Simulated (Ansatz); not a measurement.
Ansatz (a quantum-chemistry and plane-wave program) input (B3LYP-D3(BJ)/def2-TZVP):

Ansatz 0.2 input:
```yaml
crystal:
  periodic: [false, false, false]
  atoms:
    - {symbol: Sn, position_ang: [-0.03555035, -0.02643875, 1.20294333]}
    - {symbol: I, position_ang: [1.09535702, -1.92786078, -0.61258985]}
    - {symbol: I, position_ang: [-1.10864601, 1.96716227, -0.54717848]}
basis:
  gaussian:
    orbitals: def2-TZVP
hamiltonian:
  xc: b3lyp
  dispersion: d3bj
total_charge: -1
magnetization: {spin_polarized: true, initial_magnetization: 1}
relax: {f_tol: 0.002, max_steps: 150}
```

Output:

```
Functional definition: B3LYP
integrals: 0.08 GiB planned
1254 factors; their error is unknown
mean field: 1.03 GiB planned
mean field evaluation 1: about -22044.9960 eV, gradient 1.0e1 eV
mean field evaluation 2: about -22044.8101 eV, gradient 1.3e1 eV
mean field evaluation 4: about -22045.3686 eV, gradient 3.3e-1 eV
mean field evaluation 8: about -22045.8833 eV, gradient 1.4e-1 eV
mean field evaluation 16: about -22045.8834 eV, gradient 5.4e-5 eV
mean field -22045.88340194 eV, -810.1712717850 hartree, gradient 5.4e-5 eV, S^2 0.752691; 0 other end points of the search recorded, 0 dependent functions left out
the calculation of the forces begins
reference -22045.88361569 eV, -810.1712796400 hartree; 37, 36 occupied and 113, 114 virtual orbitals, 1254 factors
relax step   1: F+E_penalty+E_count = -22046.15736712 eV  Δ(F+E_penalty+E_count) = +0.000e0 eV  max|allowed force component| = 4.743e-1 eV/Å  Δτ_max = 0.0000 Å  (31 SCF iters, accepted)
these checks for a lower state are left out or cut short: starts, cluster_reference, orbital_swaps, neighbouring_geometries, increment
integrals: 0.08 GiB planned
1254 factors; their error is unknown
mean field: 1.03 GiB planned
mean field -22045.90574372 eV, -810.1720928302 hartree, gradient 2.6e-5 eV, S^2 0.752700; 0 other end points of the search recorded, 0 dependent functions left out
the calculation of the forces begins
reference -22045.90595827 eV, -810.1721007145 hartree; 37, 36 occupied and 113, 114 virtual orbitals, 1254 factors
relax step   2: F+E_penalty+E_count = -22046.17822567 eV  Δ(F+E_penalty+E_count) = -2.086e-2 eV  max|allowed force component| = 6.860e-2 eV/Å  Δτ_max = 0.0475 Å  (35 SCF iters, accepted)
these checks for a lower state are left out or cut short: starts, cluster_reference, orbital_swaps, neighbouring_geometries, increment
integrals: 0.08 GiB planned
1254 factors; their error is unknown
mean field: 1.03 GiB planned
mean field evaluation 32: about -22045.9075 eV, gradient 1.9e-5 eV
mean field -22045.90748574 eV, -810.1721568483 hartree, gradient 1.9e-5 eV, S^2 0.752703; 0 other end points of the search recorded, 0 dependent functions left out
the calculation of the forces begins
reference -22045.90770059 eV, -810.1721647439 hartree; 37, 36 occupied and 113, 114 virtual orbitals, 1254 factors
relax step   3: F+E_penalty+E_count = -22046.17888213 eV  Δ(F+E_penalty+E_count) = -6.565e-4 eV  max|allowed force component| = 6.814e-3 eV/Å  Δτ_max = 0.0097 Å  (37 SCF iters, accepted)
these checks for a lower state are left out or cut short: starts, cluster_reference, orbital_swaps, neighbouring_geometries, increment
integrals: 0.08 GiB planned
1254 factors; their error is unknown
mean field: 1.03 GiB planned
mean field -22045.90791053 eV, -810.1721724589 hartree, gradient 1.8e-5 eV, S^2 0.752704; 0 other end points of the search recorded, 0 dependent functions left out
the calculation of the forces begins
reference -22045.90812548 eV, -810.1721803580 hartree; 37, 36 occupied and 113, 114 virtual orbitals, 1254 factors
relax step   4: F+E_penalty+E_count = -22046.17890714 eV  Δ(F+E_penalty+E_count) = -2.501e-5 eV  max|allowed force component| = 5.494e-4 eV/Å  Δτ_max = 0.0040 Å  (39 SCF iters, accepted)
integrals: 0.08 GiB planned
1254 factors; their error is unknown
mean field: 1.03 GiB planned
mean field evaluation 64: about -22045.9079 eV, gradient 5.7e-5 eV
mean field -22045.90791053 eV, -810.1721724589 hartree, gradient 1.8e-5 eV, S^2 0.752704; 2 other end points of the search recorded, 0 dependent functions left out
the calculation of the forces begins
reference -22045.90812548 eV, -810.1721803580 hartree; 37, 36 occupied and 113, 114 virtual orbitals, 1254 factors
Total energy: -22046.17912208 eV, -810.1821392996 hartree
Atom 0 at    -0.036294    -0.027791     1.251868 Å, force     0.000015     0.000003    -0.000549 eV/Å
Atom 1 at     1.105504    -1.944462    -0.637301 Å, force     0.000151    -0.000283     0.000275 eV/Å
Atom 2 at    -1.118049     1.985116    -0.571392 Å, force    -0.000166     0.000279     0.000274 eV/Å
Dipole moment:    -0.005601    -0.008970     0.346176 e Å
```
